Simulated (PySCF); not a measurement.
H6MoO, SMILES [OH][MoH5], multiplicity 1.

Coordinates come from a B3LYP-D3(BJ)/def2-TZVP optimisation. The spin state was assumed, not searched. The def2 effective core potentials stand for the cores of Mo; spin–orbit coupling is left out.

These are B3LYP-D3(BJ)/def2-TZVP (PySCF 2.14.0) values and carry that method's errors.

Frequencies are harmonic and unscaled.

Computed harmonic wavenumbers and intensities:
| mode | ν (cm⁻¹) | IR (km/mol) | Raman (Å⁴/amu) | depolarisation | moving atoms (share of kinetic energy) |
|---|---|---|---|---|---|
| 1 | 384 | 6.7 | 8.9 | 0.75 | H 82 %, O 13 % |
| 2 | 453 | 81.7 | 5.3 | 0.75 | H 94 % |
| 3 | 476 | 65.8 | 6.4 | 0.45 | H 91 % |
| 4 | 600 | 43.8 | 19.8 | 0.74 | H 98 % |
| 5 | 691 | 70.9 | 14.2 | 0.67 | O 65 %, H 28 % |
| 6 | 788 | 107.7 | 14.1 | 0.70 | H 80 %, O 17 % |
| 7 | 799 | 13.3 | 5.3 | 0.75 | H 99 % |
| 8 | 844 | 4.6 | 9.9 | 0.47 | H 81 %, O 11 % |
| 9 | 867 | 110.9 | 3.4 | 0.75 | H 100 % |
| 10 | 893 | 30.5 | 8.7 | 0.74 | H 97 % |
| 11 | 933 | 27.8 | 4.3 | 0.75 | H 99 % |
| 12 | 1090 | 137.6 | 11.2 | 0.74 | H 99 % |
| 13 | 1936 | 102.6 | 129.4 | 0.75 | H 99 % |
| 14 | 1952 | 102.3 | 186.3 | 0.15 | H 99 % |
| 15 | 1994 | 95.7 | 64.3 | 0.75 | H 98 % |
| 16 | 2014 | 82.6 | 138.2 | 0.19 | H 99 % |
| 17 | 2073 | 48.8 | 188.3 | 0.17 | H 98 % |
| 18 | 3832 | 164.0 | 147.5 | 0.27 | H 94 % |
